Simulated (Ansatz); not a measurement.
This triplet lies 0.10 eV below the relaxed singlet at the level frozen-core CCSD(T)/aug-cc-pVDZ // PBE0-D3(BJ)/def2-TZVPD (Ansatz, a quantum-chemistry and plane-wave program).

Species: H$_{5}$AlBSi, SMILES `[AlH2][B-][SiH3]` (lower triplet) (charge -1, multiplicity 3).

### Question
Give a relaxed geometry from PBE0-D3(BJ)/def2-TZVPD (Ansatz).

### Answer
One answer among several that fit: the end point of this relaxation, one of several conformers (outside a Z-matrix the atoms follow the SMILES, hydrogens last).
Cartesian coordinates (Å) in one orientation:
```xyz
8

Al     2.030     0.280     0.892
B      0.209     0.024     0.096
Si    -1.554    -0.216    -0.691
H      3.099    -0.902     1.228
H      2.694     1.704     1.317
H     -2.671    -0.335     0.317
H     -2.046     0.885    -1.603
H     -1.761    -1.441    -1.555
```
